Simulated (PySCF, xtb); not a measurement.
CH₂GaNO₃, SMILES O=C=[N][Ga]([OH])[OH]. One conformer was computed; it need not be the lowest.

Harmonic wavenumbers (cm⁻¹) from GFN2-xTB (xtb 6.7.1) at its own minimum, in rising order: 47, 54, 151, 156, 164, 244, 296, 380, 510, 516, 550, 566, 625, 673, 1450, 2478, 3584, 3598.

Question: What does PBE-D3(BJ)/def2-SVP (PySCF) give at its own minimum? (The exact figures need the calculation; the answer reports its results.)

Answer: 30, 45, 165, 175, 181, 305, 346, 439, 584, 585, 676, 728, 827, 861, 1428, 2368, 3733, 3734. Paired by order, the mean absolute difference is 82 cm⁻¹ and the zero-point energies are 22.9 and 24.6 kcal/mol.
